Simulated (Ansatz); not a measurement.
Reaction (SMILES): NB(N)Cl → N[B]N + Cl atom (the B-Cl bond at the site shown breaks; other sites are not compared here)
Each molecule is optimised on its own at B3LYP-D3(BJ)/def2-TZVP (Ansatz, an electronic-structure program), one conformer each, not searched for the lowest. Frequencies are from Ansatz.

Wanted: bond dissociation energy (0 K, with B3LYP-D3(BJ) harmonic zero-point energies), in kcal/mol. Cores are frozen in the correlated levels unless marked. Open shells are spin-unrestricted. No spin-orbit coupling. Non-relativistic unless marked X2C. CBS marks a two-point X^-3 extrapolation of the correlation energy; Hartree-Fock from the larger set.

```json
[
 {"level": "HF/cc-pV(D+d)Z", "program": "Ansatz", "bond dissociation energy (kcal/mol)": "93.8", "minus last row": "-30.6"},
 {"level": "HF/cc-pwCVTZ", "program": "Ansatz", "bond dissociation energy (kcal/mol)": "93.3", "minus last row": "-31.1"},
 {"level": "r2SCAN-D4/def2-TZVPD", "program": "Ansatz + dftd4", "bond dissociation energy (kcal/mol)": "120.2", "minus last row": "-4.2"},
 {"level": "PBE0/def2-SVP", "program": "Ansatz", "bond dissociation energy (kcal/mol)": "122.1", "minus last row": "-2.3"},
 {"level": "LC-wPBE/def2-TZVPD", "program": "Ansatz", "bond dissociation energy (kcal/mol)": "119.2", "minus last row": "-5.2"},
 {"level": "B2GP-PLYP-D3(BJ)/def2-TZVPD", "program": "Ansatz + dftd3", "bond dissociation energy (kcal/mol)": "121.8", "minus last row": "-2.6"},
 {"level": "MP2/cc-pV(T+d)Z", "program": "Ansatz", "bond dissociation energy (kcal/mol)": "125.5", "minus last row": "1.1"},
 {"level": "CCSD/STO-3G", "program": "Ansatz", "bond dissociation energy (kcal/mol)": "123.4", "minus last row": "-1.0"},
 {"level": "X2C-CCSD(T)/cc-pVTZ-DK", "program": "Ansatz", "bond dissociation energy (kcal/mol)": "119.9", "minus last row": "-4.5"},
 {"level": "CCSD(T)/CBS(cc-pV(T+d)Z,cc-pV(Q+d)Z)", "program": "Ansatz", "bond dissociation energy (kcal/mol)": "124.4", "minus last row": "0.0"}
]
```
